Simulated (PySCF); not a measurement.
SMILES C=[CH][Sn]([F])([F])[Cl] (CAM-B3LYP/def2-SVP optimised geometry):

```
9

C      1.378    -1.314    -0.986
C      0.754    -0.673     0.000
Sn    -1.348    -0.673     0.000
F     -1.877    -1.621    -1.587
F     -2.131    -1.691     1.425
Cl    -2.472     1.353     0.000
H      0.832    -1.827    -1.784
H      2.472    -1.353    -1.032
H      1.295    -0.158     0.798
```

Computed with CAM-B3LYP/def2-TZVP, def2 effective core potentials past Kr in PySCF.

Question: What are the frontier orbital energies and the dipole moment?

Answer: HOMO-2 -11.08 eV, HOMO-1 -10.85 eV, HOMO -10.63 eV, LUMO -1.05 eV, LUMO+1 -0.51 eV; dipole moment 4.45 D.
